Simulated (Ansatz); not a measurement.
Reaction (homolysis of the B–Si bond): `OB[Si](F)(F)Cl` → `[BH]O`• + `F[Si](F)Cl`•

Computed with Ansatz on PBE0-D4/def2-TZVP structures; ΔE is electronic, products minus reactants. CCSD(T)/CBS is the MP2 limit (def2-TZVPP, def2-QZVPP) plus CCSD(T) − MP2 in def2-TZVPP, frozen cores. This one scheme is used for every species. No spin–orbit coupling; open shells (•) take unrestricted orbitals. One conformer a species, not always the lowest.

| species | CCSD(T)/CBS(def2) energy (Eh) |
| --- | --- |
| `OB[Si](F)(F)Cl` | -1049.84519 |
| `[BH]O`• | -101.12826 |
| `F[Si](F)Cl`• | -948.56748 |

(1) Work out ΔE.

(2) What do rigid-rotor, harmonic-oscillator terms from PBE0-D4/def2-TZVP frequencies (298.15 K, 1 bar) make of the CCSD(T)/CBS value? (An estimate is asked.)

Largest T1 diagnostic among the species: 0.016.

Answers

(1) ΔE = (-101.12826) + (-948.56748) − (-1049.84519) = 0.14945 Eh = +392.4 kJ/mol.

(2) Computed: ΔZPE = -13.4 kJ/mol, ΔH = +381.5 kJ/mol, ΔS = 168 J/(mol·K), ΔG = +331.5 kJ/mol. Open shells count their whole term as degenerate. Modes under 50 cm⁻¹ make the entropy rough.

In def2-TZVPP, CCSD(T) changes the Hartree–Fock value by +92.5 kJ/mol (the triples alone add +5.0 kJ/mol) and MP2 by +89.5 kJ/mol; breaking electron pairs costs correlation energy, which Hartree–Fock lacks. At CCSD(T), def2-SVP lies −9.6 kJ/mol from the extrapolated value and def2-TZVPP −7.9 kJ/mol: correlation converges slowly with the basis, and small sets miss more of it in the bonded molecule than in its fragments.
